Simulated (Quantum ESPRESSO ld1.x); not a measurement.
Values are calculated unless marked as measured or tabulated.
All-electron atom: neutral hafnium in [Xe] 4f14 5d2 6s2. Level of theory: Dirac Kohn-Sham, relativistic LDA (MacDonald-Vosko exchange, VWN5 correlation), spin-unpolarised, spherical densities, point nucleus; open shells fill j = l - 1/2 first (ld1.x of Quantum ESPRESSO 7.5).

Unscreened Slater integrals over Kohn-Sham orbitals (cm^-1). Large and small components are both included. Empty in this configuration: 5d5/2.

| integral | value |
|---|---|
| F0(5d5/2,5d5/2) | 78765 |
| F2(5d5/2,5d5/2) | 37914 |
| F4(5d5/2,5d5/2) | 24105 |
| F0(5d5/2,5d3/2) | 80777 |
| F2(5d5/2,5d3/2) | 38964 |
| G2(5d5/2,5d3/2) | 38926 |
| G4(5d5/2,5d3/2) | 24788 |
| F0(5d5/2,6s1/2) | 64248 |
| G2(5d5/2,6s1/2) | 22651 |
| F0(5d5/2,4f7/2) | 107360 |
| F2(5d5/2,4f7/2) | 21114 |
| F4(5d5/2,4f7/2) | 9584.1 |
| G1(5d5/2,4f7/2) | 9059.6 |
| G3(5d5/2,4f7/2) | 7219.9 |
| G5(5d5/2,4f7/2) | 5461.8 |
| F0(5d5/2,4f5/2) | 107510 |
| F2(5d5/2,4f5/2) | 20711 |
| F4(5d5/2,4f5/2) | 9318.2 |
| G1(5d5/2,4f5/2) | 8563.4 |
| G3(5d5/2,4f5/2) | 6912.6 |
| G5(5d5/2,4f5/2) | 5248.9 |
| F0(5d3/2,5d3/2) | 82931 |
| F2(5d3/2,5d3/2) | 40177 |
| F0(5d3/2,6s1/2) | 65236 |
| G2(5d3/2,6s1/2) | 21653 |
| F0(5d3/2,4f7/2) | 112260 |
| F2(5d3/2,4f7/2) | 23171 |
| G3(5d3/2,4f7/2) | 8156.1 |
| G5(5d3/2,4f7/2) | 6156.4 |
| F0(5d3/2,4f5/2) | 112430 |
| F2(5d3/2,4f5/2) | 22742 |
| G1(5d3/2,4f5/2) | 9784.8 |
| G3(5d3/2,4f5/2) | 7829.6 |
| F0(6s1/2,6s1/2) | 57491 |
| F0(6s1/2,4f7/2) | 75795 |
| G3(6s1/2,4f7/2) | 2157.2 |
| F0(6s1/2,4f5/2) | 75861 |
| G3(6s1/2,4f5/2) | 2097.0 |
| F0(4f7/2,4f7/2) | 299810 |
| F2(4f7/2,4f7/2) | 141750 |
| F4(4f7/2,4f7/2) | 88796 |
| F6(4f7/2,4f7/2) | 63844 |
| F0(4f7/2,4f5/2) | 302450 |
| F2(4f7/2,4f5/2) | 143120 |
| F4(4f7/2,4f5/2) | 89678 |
| G2(4f7/2,4f5/2) | 142630 |
| G4(4f7/2,4f5/2) | 89389 |
| G6(4f7/2,4f5/2) | 64282 |
| F0(4f5/2,4f5/2) | 305150 |
| F2(4f5/2,4f5/2) | 144540 |
| F4(4f5/2,4f5/2) | 90601 |
